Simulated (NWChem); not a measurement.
System: MgO; SMILES [O]=[Mg]

Here is an NWChem input.

```
start job
memory heap 200 mb stack 900 mb global 1100 mb
geometry units angstroms
  Mg     0.022458    -0.012221    -0.651453
  O     -0.034117     0.018565     0.989635
end
basis spherical
  * library def2-svp
end
dft
  xc xpbe96 cpbe96
  disp vdw 4
  iterations 150
end
driver
  maxiter 120
end
task dft optimize
task dft freq
```

The level has its own optimisation; frequencies are unscaled.

**Question.** What results follow from this input? (PBE-D3(BJ)/def2-SVP.) Quantities: r Mg–O (Å); highest harmonic frequency (cm⁻¹); zero-point energy (kcal/mol); dipole (D).

**Answer.** 
```yaml
r Mg–O (Å): 1.763
highest harmonic frequency (cm⁻¹): 797
zero-point energy (kcal/mol): 1.1
dipole (D): 6.66
```
